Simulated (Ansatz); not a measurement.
`C[SiH2][SiH]([AlH2])Cl` + `N[SiH2]S` → `N[SiH2][S][AlH2]` + `C[SiH2][SiH2]Cl`  (cleavage of the Al–Si bond)

Gas-phase electronic energies from Ansatz, PBE0-D4/def2-TZVP geometries. CBS: MP2 limit from def2 TZ/QZ plus the TZ coupled-cluster correction, frozen cores. This one scheme is used for every species. DFT in def2-TZVPP. One conformer a species, not always the lowest.

(1) Is it downhill or uphill in electronic energy at CCSD(T)/CBS, and by how much? (An estimate is asked.)

(2) What do these levels give: PBE-D4, r2SCAN-D4, PBE0-D4, ωB97X-V, SCS-MP2/def2-TZVPP, MP2/CBS(def2)? (Best estimate.)

Largest T1 diagnostic among the species: 0.011.

## Answers

(1) The calculation gave: Downhill: ΔE = -126.8 kJ/mol.

(2) The calculation gave: PBE-D4 -113.8, r2SCAN-D4 -126.7, PBE0-D4 -118.2, ωB97X-V -124.6, SCS-MP2/def2-TZVPP -132.9, MP2/CBS(def2) -137.2 kJ/mol.

From PBE to PBE0 (25 % exact exchange), in def2-TZVPP and without D4, ΔE moves by −4.8 kJ/mol.
